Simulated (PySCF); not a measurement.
Ge(Cl)2 cation (Cl2Ge), SMILES [Cl][Ge][Cl] (connectivity only; charge and spin as stated), charge +1, multiplicity 2.

Geometry optimised at PBE0-D3(BJ)/def2-TZVP. The multiplicity is an assumed one; other spin states were not compared. The isomer is the one that the SMILES or the coordinates give; other isomers of the formula were not compared.

Computed with TDA-PBE/def2-SVPD in PySCF.

Vertical excitations. 

```json
[
 {"state": "root 1", "energy (eV)": "1.95", "λ (nm)": "635", "f": "0.004", "main pairs": "β HOMO→LUMO 99 %"},
 {"state": "root 2", "energy (eV)": "2.09", "λ (nm)": "592", "f": "0.000", "main pairs": "β HOMO−1→LUMO 100 %"},
 {"state": "root 3", "energy (eV)": "2.72", "λ (nm)": "456", "f": "0.001", "main pairs": "β HOMO−3→LUMO 98 %"},
 {"state": "root 4", "energy (eV)": "2.80", "λ (nm)": "442", "f": "0.010", "main pairs": "β HOMO−2→LUMO 97 %"},
 {"state": "root 5", "energy (eV)": "3.52", "λ (nm)": "352", "f": "0.012", "main pairs": "α HOMO→LUMO 97 %"},
 {"state": "root 6", "energy (eV)": "4.33", "λ (nm)": "286", "f": "0.006", "main pairs": "α HOMO−2→LUMO 49 %, β HOMO−4→LUMO 49 %"},
 {"state": "root 7", "energy (eV)": "4.40", "λ (nm)": "282", "f": "0.000", "main pairs": "α HOMO−1→LUMO 94 %, β HOMO→LUMO+1 6 %"},
 {"state": "root 8", "energy (eV)": "4.63", "λ (nm)": "268", "f": "0.011", "main pairs": "α HOMO−2→LUMO 19 %, β HOMO−1→LUMO+1 52 %, β HOMO−4→LUMO 27 %"},
 {"state": "root 9", "energy (eV)": "4.77", "λ (nm)": "260", "f": "0.000", "main pairs": "α HOMO−1→LUMO 6 %, β HOMO→LUMO+1 94 %"},
 {"state": "root 10", "energy (eV)": "4.98", "λ (nm)": "249", "f": "0.000", "main pairs": "α HOMO−3→LUMO 62 %, β HOMO−3→LUMO+1 37 %"}
]
```
Unrestricted roots are not spin-pure.
